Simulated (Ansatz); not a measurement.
Basis sets compared for Na10Br10 (started as a model of: 2x2x5 NaBr rock-salt block). The state is a singlet with charge 0. Geometry r2SCAN-D4/def2-SVP. Ansatz on 8 threads of AMD EPYC on a shared host; times are rough, and most runs start from earlier orbitals.

```csv
atom,x (Å),y (Å),z (Å)
Na1,1.3496,3.9596,4.0346
Br2,1.2285,1.3524,3.0570
Na3,0.7700,-0.8995,1.4403
Br4,0.6013,-3.4910,0.3677
Na5,0.1051,-5.6616,-1.3086
Br6,2.5759,5.1690,1.8522
Na7,2.0428,2.6817,0.5834
Br8,1.9951,0.2480,-0.9112
Na9,1.4039,-2.2533,-2.1568
Br10,1.3012,-4.6873,-3.6215
Br11,-1.3022,4.6862,3.6221
Na12,-1.4034,2.2531,2.1564
Br13,-1.9944,-0.2475,0.9102
Na14,-2.0423,-2.6812,-0.5835
Br15,-2.5767,-5.1686,-1.8510
Na16,-0.1060,5.6614,1.3095
Br17,-0.6007,3.4912,-0.3679
Na18,-0.7691,0.8999,-1.4414
Br19,-1.2280,-1.3524,-3.0575
Na20,-1.3504,-3.9601,-4.0341
```

Single mean-field runs in def2-SVP, def2-TZVP are fitted with def2-universal-jkfit.

| level | functions | energy (Eh) | HOMO (eV) | LUMO (eV) | wall time |
| --- | --- | --- | --- | --- | --- |
| PBE-D4/def2-SVP (with forces) | 470 | -27357.1061 | -6.25 | -1.59 | 1.8 min |
| PBE0-D4/def2-SVP | 470 | -27358.1915 | -7.50 | -0.98 | 3.4 min |

Problem. Estimate the rows for PBE-D4/def2-TZVP, PBE0-D4/def2-TZVP.

Solution. 
```json
{"level": "PBE-D4/def2-TZVP", "functions": "800", "energy (Eh)": "-27360.7869", "HOMO (eV)": "-6.35", "LUMO (eV)": "-1.65", "wall time": "2.6 min"}
{"level": "PBE0-D4/def2-TZVP", "functions": "800", "energy (Eh)": "-27361.8597", "HOMO (eV)": "-7.56", "LUMO (eV)": "-1.05", "wall time": "9 min"}
```
